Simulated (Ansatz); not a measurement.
Species: sum formula H₃SiO₃ (charge -1, singlet). It need not be the lowest isomer of its formula. Whether it binds its extra electron was not tested at this geometry. 
Geometry from a B3LYP-D3(BJ)/def2-TZVP (Ansatz, a program for electronic structure) optimisation:
SMILES: [O-][SiH](O)O
```xyz
7

Si    -0.0911     0.0675     0.3062
O     -0.6571     1.4025    -0.2666
O     -0.8014    -1.3215    -0.3684
O      1.5825    -0.1200     0.0760
H     -0.2209    -0.2184     1.7754
H     -1.3547    -1.0166    -1.0947
H      1.8594     0.6033    -0.4955
```
Charge -1, spin multiplicity 1.

Basis-set convergence of Hartree-Fock and MP2 correlation energies (hartree) with Ansatz. Valence correlation only, unless marked. Spin-orbit coupling is left out. No relativistic terms.

```tsv
basis	functions	E(HF)	E(corr, MP2)
aug-cc-pV(D+d)Z	128	-515.46677	-0.73026
aug-cc-pV(T+d)Z	262	-515.54823	-0.88756
aug-cc-pV(Q+d)Z	467	-515.56719	-0.94663
```

Extrapolating the two largest sets (X = 3 and 4) as X^-3: E(corr) = (64·(-0.94663) - 27·(-0.88756))/37 = -0.9897 Eh, an estimate of the basis-set limit. The largest set recovers 95.6 % of it, the smallest 73.8 %.
